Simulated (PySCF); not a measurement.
Predicted microwave data (PBE0-D3(BJ)/def2-SVP geometry optimisation, gas phase (PySCF 2.14.0)) for one isomer of C3H8BN:

| Quantity | Value |
| --- | --- |
| Rotational constants | A = 19666, B = 2129, C = 2002 MHz |
| Dipole components | \|μa\| = 7.37 D, \|μb\| = 1.31 D, \|μc\| = 0.00 D |
| Inertial defect | -10.53 u·Å² |
| κ | -0.99 |

Task: Which candidate fits, each taken in the one conformer that was computed?
A. `[NH2:1][BH:2][CH:3]1[CH2:4][CH2:5]1` with N1–B2–C3–C4 147°
B. `C=NB(C)C`
C. `[BH3-][N+]#CCC`
D. `BN1C[C@@H]1C`
E. `[BH2:1][NH:2][CH2:3][CH:4]=[CH2:5]` with B1–N2–C3–C4 -114°, N2–C3–C4–C5 8°

Result: C. It is [BH3-][N+]#CCC, a near-prolate asymmetric top. The candidates at the same level (rigid rotor, commonest isotopes):

```csv
SMILES,A (MHz),B (MHz),C (MHz),μa (D),μb (D),μc (D),Δ (u·Å²),point group,rotor
BN1C[C@@H]1C,9065,4250,3284,2.18,1.13,0.16,-20.75,C1,asymmetric top
NBC1CC1,14901,2753,2675,1.39,0.00,1.06,-28.53,Cs,near-prolate asymmetric top
[BH3-][N+]#CCC,19666,2129,2002,7.37,1.31,0.00,-10.53,–,near-prolate asymmetric top
BNCC=C,10826,3232,2742,1.48,0.88,1.06,-18.76,C1,asymmetric top
C=NB(C)C,7280,3561,2508,1.30,0.00,0.04,-9.82,–,asymmetric top
```

`BNCC=C` has B 52 % too high; `NBC1CC1` has C 34 % too high; `BN1C[C@@H]1C` has B 100 % too high; `C=NB(C)C` has B 67 % too high. No structure here is proved a minimum.
